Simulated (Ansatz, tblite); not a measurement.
Removing and adding an electron: the cluster K2H3 (the lowest doublet isomer of a short search). Total charge 0; doublet. Geometry: PBE0-D4/def2-TZVP. Ansatz, gas phase; energy differences of separate SCF runs; the oxidised species is a singlet (the triplet lies 3.14 eV higher at PBE0-D4/def2-TZVP); the reduced species is a triplet (the singlet lies 0.15 eV higher at PBE0-D4/def2-TZVPD).

| atom | x (Å) | y (Å) | z (Å) |
| --- | --- | --- | --- |
| K1 | -2.804 | -1.418 | 0.512 |
| K2 | -0.535 | 1.728 | 0.353 |
| H3 | -0.525 | -0.705 | 0.022 |
| H4 | 1.634 | -0.031 | -0.403 |
| H5 | 2.231 | 0.426 | -0.484 |

The xTB rows come from tblite. Correlated methods freeze 10 core orbitals; core or outer-core shells of K are correlated, in sets that lack core-valence functions. In the doublet, H4 and H5 lie 0.76 Å apart (atoms count from 1), so H2 has formed as a molecule. The structure comes from a short search, and lower isomers may exist.

**Question.** Estimate orbital energies and vertical ionisation energies and electron affinities at: GFN1-xTB; GFN2-xTB; HF/def2-TZVPP; PBE-D4/def2-TZVP; PBE-D4/def2-TZVPD; r2SCAN-D4/def2-TZVP; r2SCAN-D4/def2-TZVPD; PBE0-D4/def2-TZVP; PBE0-D4/def2-TZVPD; MP2/def2-TZVPP; CCSD/def2-TZVPP; CCSD(T)/def2-TZVPP.

**Answer.** 
| level | −HOMO (eV) | vertical IE (eV) | −LUMO (eV) | vertical EA (eV) | HOMO–LUMO gap (eV) | IE − EA (eV) | remarks |
| --- | --- | --- | --- | --- | --- | --- | --- |
| GFN1-xTB | – | 9.42 | – | 6.13 | – | 3.29 | – |
| GFN2-xTB | – | 8.31 | – | 1.47 | – | 6.83 | – |
| HF/def2-TZVPP | – | 3.25 | – | – | – | – | – |
| PBE-D4/def2-TZVP | 2.07 | 3.79 | 1.60 | – | 0.47 | – | – |
| PBE-D4/def2-TZVPD | 2.10 | – | 1.63 | 0.63 | 0.47 | – | HOMO above zero (-1 triplet) |
| r2SCAN-D4/def2-TZVP | 2.04 | 3.59 | 1.44 | – | 0.61 | – | – |
| r2SCAN-D4/def2-TZVPD | 2.07 | – | 1.46 | 0.49 | 0.62 | – | HOMO above zero (-1 triplet) |
| PBE0-D4/def2-TZVP | 2.44 | 3.71 | 1.18 | – | 1.26 | – | – |
| PBE0-D4/def2-TZVPD | 2.47 | – | 1.21 | 0.61 | 1.26 | – | HOMO above zero (-1 triplet) |
| MP2/def2-TZVPP | – | 3.43 | – | – | – | – | – |
| CCSD/def2-TZVPP | – | 3.44 | – | – | – | – | – |
| CCSD(T)/def2-TZVPP | – | 3.46 | – | – | – | – | – |

   A HOMO above zero means that the electron is unbound at that level or that self-interaction error raises the level; the energy of removing that electron tells which. HOMO and LUMO are the levels of the spin that leaves or enters (xTB has no such levels and no spin-polarisation term). Other spin states of the ions may lie lower, which would lower the ionisation energy or raise the affinity. Raw xTB energy differences between charge states are shifted by several eV; the methods need an empirical correction for them.
